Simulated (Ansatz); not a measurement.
Ansatz (an electronic-structure program) input for FeO₄, SMILES [O]=[Fe]1(=[O])[O][O]1, multiplicity 1, PBE-D3(BJ)/def2-SVP. 

Ansatz 0.2 input:
```yaml
crystal:
  periodic: [false, false, false]
  atoms:
    - {symbol: Fe, position_ang: [-0.00000000, 0.00000000, 0.23634381]}
    - {symbol: O, position_ang: [0.68722925, -0.00000001, -1.38678910]}
    - {symbol: O, position_ang: [-0.68722925, 0.00000001, -1.38678911]}
    - {symbol: O, position_ang: [-0.00000000, -1.34027997, 1.00273040]}
    - {symbol: O, position_ang: [0.00000000, 1.34027996, 1.00273041]}
basis:
  gaussian:
    orbitals: def2-SVP
hamiltonian:
  xc: pbe
  dispersion: d3bj
relax: {f_tol: 0.002, max_steps: 200}
```

Program output:

```
WARN ansatz: RAYON_NUM_THREADS=1 ignored (pool sized by the plan → 1); use --threads N
Functional definition: PBE
integrals: 0.04 GiB planned
952 factors; their error is unknown
mean field: 0.21 GiB planned
mean field evaluation 1: about -42527.9866 eV, gradient 1.2e2 eV
mean field evaluation 2: about -42177.2263 eV, gradient 3.7e2 eV
mean field evaluation 4: about -42424.4139 eV, gradient 2.2e2 eV
mean field evaluation 8: about -42547.6035 eV, gradient 1.6e-2 eV
mean field evaluation 16: about -42546.0767 eV, gradient 8.5e0 eV
mean field evaluation 32: about -42544.0113 eV, gradient 4.8e0 eV
mean field -42547.57591691 eV, -1563.5945751637 hartree, gradient 5.2e-5 eV, S^2 0.000000; 4 other end points of the search recorded, 0 dependent functions left out
the calculation of the forces begins
reference -42547.57599318 eV, -1563.5945779665 hartree; 29, 29 occupied and 58, 58 virtual orbitals, 952 factors
relax step   1: F+E_penalty+E_count = -42547.66152921 eV  Δ(F+E_penalty+E_count) = +0.000e0 eV  max|allowed force component| = 6.659e-1 eV/Å  Δτ_max = 0.0000 Å  (209 SCF iters, accepted)
these checks for a lower state are left out or cut short: starts, cluster_reference, orbital_swaps, neighbouring_geometries, increment
integrals: 0.04 GiB planned
952 factors; their error is unknown
mean field: 0.21 GiB planned
mean field -42547.59201189 eV, -1563.5951666433 hartree, gradient 5.5e-5 eV, S^2 0.000000; 0 other end points of the search recorded, 0 dependent functions left out
the calculation of the forces begins
reference -42547.59208813 eV, -1563.5951694451 hartree; 29, 29 occupied and 58, 58 virtual orbitals, 952 factors
relax step   2: F+E_penalty+E_count = -42547.67741679 eV  Δ(F+E_penalty+E_count) = -1.589e-2 eV  max|allowed force component| = 2.984e-1 eV/Å  Δτ_max = 0.0093 Å  (31 SCF iters, accepted)
these checks for a lower state are left out or cut short: starts, cluster_reference, orbital_swaps, neighbouring_geometries, increment
integrals: 0.04 GiB planned
952 factors; their error is unknown
mean field: 0.21 GiB planned
mean field -42547.59965894 eV, -1563.5954476670 hartree, gradient 5.8e-5 eV, S^2 0.000000; 0 other end points of the search recorded, 0 dependent functions left out
the calculation of the forces begins
reference -42547.59973512 eV, -1563.5954504667 hartree; 29, 29 occupied and 58, 58 virtual orbitals, 952 factors
relax step   3: F+E_penalty+E_count = -42547.68479535 eV  Δ(F+E_penalty+E_count) = -7.379e-3 eV  max|allowed force component| = 6.562e-2 eV/Å  Δτ_max = 0.0125 Å  (31 SCF iters, accepted)
these checks for a lower state are left out or cut short: starts, cluster_reference, orbital_swaps, neighbouring_geometries, increment
integrals: 0.04 GiB planned
952 factors; their error is unknown
mean field: 0.21 GiB planned
mean field evaluation 64: about -42547.6261 eV, gradient 3.6e-1 eV
mean field -42547.59996759 eV, -1563.5954590098 hartree, gradient 5.6e-5 eV, S^2 0.000000; 0 other end points of the search recorded, 0 dependent functions left out
the calculation of the forces begins
reference -42547.60004380 eV, -1563.5954618107 hartree; 29, 29 occupied and 58, 58 virtual orbitals, 952 factors
relax step   4: F+E_penalty+E_count = -42547.68509590 eV  Δ(F+E_penalty+E_count) = -3.006e-4 eV  max|allowed force component| = 6.592e-2 eV/Å  Δτ_max = 0.0041 Å  (31 SCF iters, accepted)
these checks for a lower state are left out or cut short: starts, cluster_reference, orbital_swaps, neighbouring_geometries, increment
integrals: 0.04 GiB planned
952 factors; their error is unknown
mean field: 0.21 GiB planned
mean field -42547.60021172 eV, -1563.5954679813 hartree, gradient 5.6e-5 eV, S^2 0.000000; 0 other end points of the search recorded, 0 dependent functions left out
the calculation of the forces begins
reference -42547.60028792 eV, -1563.5954707816 hartree; 29, 29 occupied and 58, 58 virtual orbitals, 952 factors
relax step   5: F+E_penalty+E_count = -42547.68530783 eV  Δ(F+E_penalty+E_count) = -2.119e-4 eV  max|allowed force component| = 3.081e-2 eV/Å  Δτ_max = 0.0030 Å  (31 SCF iters, accepted)
these checks for a lower state are left out or cut short: starts, cluster_reference, orbital_swaps, neighbouring_geometries, increment
integrals: 0.04 GiB planned
952 factors; their error is unknown
mean field: 0.21 GiB planned
mean field -42547.60023106 eV, -1563.5954686923 hartree, gradient 5.0e-5 eV, S^2 0.000000; 0 other end points of the search recorded, 0 dependent functions left out
the calculation of the forces begins
reference -42547.60030726 eV, -1563.5954714925 hartree; 29, 29 occupied and 58, 58 virtual orbitals, 952 factors
relax step   6: F+E_penalty+E_count = -42547.68532543 eV  Δ(F+E_penalty+E_count) = -1.760e-5 eV  max|allowed force component| = 7.547e-4 eV/Å  Δτ_max = 0.0006 Å  (23 SCF iters, accepted)
integrals: 0.04 GiB planned
952 factors; their error is unknown
mean field: 0.21 GiB planned
mean field evaluation 96: about -42546.8188 eV, gradient 4.6e0 eV
mean field evaluation 128: about -42547.6002 eV, gradient 5.0e-5 eV
mean field -42547.60023106 eV, -1563.5954686923 hartree, gradient 5.0e-5 eV, S^2 0.000000; 5 other end points of the search recorded, 0 dependent functions left out
the calculation of the forces begins
reference -42547.60030726 eV, -1563.5954714925 hartree; 29, 29 occupied and 58, 58 virtual orbitals, 952 factors
Total energy: -42547.68540162 eV, -1563.5985986527 hartree
Atom 0 at     0.000000     0.000000     0.237368 Å, force     0.000000    -0.000000    -0.000593 eV/Å
Atom 1 at     0.685317    -0.000000    -1.411664 Å, force    -0.000755     0.000000     0.000059 eV/Å
Atom 2 at    -0.685317     0.000000    -1.411664 Å, force     0.000755    -0.000000     0.000059 eV/Å
Atom 3 at     0.000000    -1.344530     1.027093 Å, force    -0.000000    -0.000488     0.000237 eV/Å
Atom 4 at    -0.000000     1.344530     1.027093 Å, force    -0.000000     0.000488     0.000237 eV/Å
Dipole moment:     0.000000    -0.000000    -0.051816 e Å
```

The run converged.

Cost: roughly 14 core-seconds.
